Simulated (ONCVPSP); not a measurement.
## An all-electron radial function and its pseudo partner (gold)

Columns: radius, all-electron u(r) and pseudo u(r) of the 5p shell (level -68.67 eV) of gold in the configuration [Kr] 4d10 4f14 5s2 5p6 5d10; LDA (Perdew-Zunger), scalar-relativistic, ONCV scheme, ONCVPSP 4.0.1.

| r (bohr) | all-electron | pseudo |
| --- | --- | --- |
| 0.065 | -0.0882 | 0.0069 |
| 0.130 | 0.4126 | 0.0281 |
| 0.195 | 0.1211 | 0.0653 |
| 0.260 | -0.3644 | 0.1209 |
| 0.325 | -0.6023 | 0.1964 |
| 0.390 | -0.5460 | 0.2918 |
| 0.455 | -0.2998 | 0.4049 |
| 0.520 | 0.0236 | 0.5307 |
| 0.585 | 0.3459 | 0.6617 |
| 0.650 | 0.6239 | 0.7892 |
| 0.715 | 0.8398 | 0.9041 |
| 0.780 | 0.9913 | 0.9987 |
| 0.845 | 1.0846 | 1.0675 |
| 0.910 | 1.1286 | 1.1071 |
| 0.975 | 1.1337 | 1.1174 |
| 1.040 | 1.1097 | 1.1006 |
| 1.105 | 1.0651 | 1.0614 |
| 1.170 | 1.0068 | 1.0058 |
| 1.235 | 0.9402 | 0.9399 |
| 1.300 | 0.8694 | 0.8692 |
| 1.365 | 0.7976 | 0.7974 |
| 1.430 | 0.7269 | 0.7267 |
| 1.495 | 0.6589 | 0.6587 |
| 1.560 | 0.5945 | 0.5944 |
| 1.625 | 0.5343 | 0.5342 |
| 1.690 | 0.4786 | 0.4785 |

Question: How many radial nodes do the two functions have?

Answer: The all-electron 5p function has n − l − 1 = 3; the pseudo-wave has 0, since the states of the same l below it are removed with the core.

Question: At about which radius was the pseudo-wave matched?

Answer: 1.30 bohr, where the columns begin to agree (steps of 0.07 bohr).

Question: Is the pseudo-wave norm-conserving?

Answer: Yes: the ONCV scheme keeps the norm inside the radius equal to the all-electron one, which fixes the energy derivative of the logarithmic derivative at the level.
